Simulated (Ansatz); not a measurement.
`[CH3][Hf]([OH])([F])[Br]`, charge 0, multiplicity 1.

**Question.** Give a relaxed structure at PBE0-D4/def2-TZVP (Ansatz 0.2.0). (An estimate is asked.)

**Answer.** Ansatz gave: 
```xyz
9

C     0.503    0.934    0.925
Hf   -0.604   -0.566   -0.245
O     0.576   -1.070   -1.643
F    -0.931   -1.999    0.960
Br   -2.721    0.535   -1.054
H    -0.098    1.282    1.773
H     1.440    0.529    1.322
H     0.752    1.808    0.312
H     1.084   -1.453   -2.351
```
This is one stationary point; other conformers may exist.
